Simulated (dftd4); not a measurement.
C4F5, doublet, at a GFN2-xTB geometry; D4 for hf in dftd4 4.2.0.

The dftd4 input:
```
$ dftd4 mol.xyz --func hf --charge 0 --json dftd4.json --noedisp

# file mol.xyz
9

F      2.52928212    -0.24393411    -0.30729578
C      1.23940728    -0.40507442    -0.22407840
C      0.36208998    -1.38200037    -0.39072110
C     -0.87156126    -0.57972548    -0.06496246
F     -1.55611753    -0.92649574     1.02729554
F     -1.75660355    -0.39268928    -1.04659990
C      0.15556950     0.60732401     0.14128194
F     -0.00441458     1.63687873    -0.70162866
F      0.19751655     1.09922457     1.38721548
```

What the program printed (banner, timings and long lists left out):

```
                    ____  _____ _____     ____  _  _
      -------------|  _ \|  ___|_   _|---|  _ \| || |------------
     |             | | | | |_    | | ___ | | | | || |_           |
     |             | |_| |  _|   | ||___|| |_| |__   _|          |
     |             |____/|_|     |_|     |____/   |_|            |
     |             ===================================           |
     |            E. Caldeweyher, S. Ehlert & S. Grimme          |
     |          Mulliken Center for Theoretical Chemistry        |
     |                    University of Bonn                     |
      -----------------------------------------------------------

Rational (Becke-Johnson) damping: hf-D4-ATM
---------------------
  s6         1.0000
  s8         1.6168
  s9         1.0000
  a1         0.4496
  a2         3.3574
 alp        16.0000
--------------------

Dispersion energy:      -3.0164686582279E-02 Eh

[Info] JSON dump of results written to 'dftd4.json'
```
